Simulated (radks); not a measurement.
Coulomb parameter of the 5d shell of the platinum ion Pt+ in the model configuration [Xe] 4f14 5d8 6s1, as a second difference U = [E(n + 1) + E(n - 1) - 2 E(n)] / (1)^2 with all orbitals relaxed. "Bare": the charge of the atom changes with n. "Screened": the 6s shell takes up the change at fixed total charge, which measures U(5d,5d) + U(6s,6s) - 2 U(5d,6s). Calculated with a radial shooting solver on a logarithmic mesh with Libxc functionals: Dirac Kohn-Sham, LDA (Slater exchange, Perdew-Wang correlation), spin-unpolarised, spherical densities, finite nucleus; open shells are shared between the two j in proportion to 2j + 1; Fermi nuclear charge, rms radius 5.427 fm.

[
 {"case": "start", "configuration": "[Xe] 4f14 5d8 6s1", "E - E(n) (eV)": "0.000"},
 {"case": "bare +1", "configuration": "[Xe] 4f14 5d9 6s1", "E - E(n) (eV)": "-11.445"},
 {"case": "bare -1", "configuration": "[Xe] 4f14 5d7 6s1", "E - E(n) (eV)": "22.630"},
 {"case": "screened +1", "configuration": "[Xe] 4f14 5d9", "E - E(n) (eV)": "-1.900"},
 {"case": "screened -1", "configuration": "[Xe] 4f14 5d7 6s2", "E - E(n) (eV)": "3.060"}
]

U(bare) = 11.185 eV, U(screened by 6s) = 1.160 eV.
